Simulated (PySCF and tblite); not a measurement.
The numbers below are computed, except where a source is named.
C₈H₁₄O, numbered as in [CH3:1][C:2](=[O:3])[CH:4]1[CH2:5][CH2:6][CH2:7][CH2:8][CH2:9]1.

Conformers came from 90 starts (ETKDG and KDG, MMFF94s, GFN2-xTB); geometries are PBE0-D3(BJ)/def2-SVP. Free energies are B3LYP-D3(BJ)/def2-SVPD (IEF-PCM, chloroform) single points with GFN2-xTB rigid-rotor and vibrational terms (modes under about 100 cm⁻¹ blended into free rotors). Symmetry numbers and mirror images are counted. Conformers within 3 kcal/mol (GFN2-xTB free energy) were kept, 6 at most. (PySCF 2.14, tblite 0.8.)

Torsions listed: O3–C2–C4–C5. The 6-ring runs over atoms 4–5–6–7–8–9. Of a mirror pair one member is shown.

| conformer | shape | symmetry | E(GFN2) kcal/mol |
| --- | --- | --- | --- |
| 1 | 6-ring chair (C2 axial); -134° | C1 (pair) | 0.81 |
| 2 | 6-ring chair (all substituents equatorial); -27° | C1 (pair) | 0.00 |
| 3 | 6-ring chair (all substituents equatorial); 95° | C1 (pair) | 0.48 |

Question: Which of these conformers is the most populated at 298.15 K, and with what share?

Answer: Conformer 2, about 66 %.

Question: Give the DFT energies and free energies relative to the lowest, and all weights.

Answer: 
```tsv
conformer	shape	E(DFT) kcal/mol	G(298.15 K) kcal/mol	weight %
1	6-ring chair (C2 axial); -134°	0.74	1.28	7.7
2	6-ring chair (all substituents equatorial); -27°	0.00	0.00	66.5
3	6-ring chair (all substituents equatorial); 95°	0.22	0.56	25.8
```

Question: How does its share change from 180 K to 400 K?

Answer: From 77 % to 61 %; the mixing entropy goes from 2.65 to 3.15 cal/(mol K).
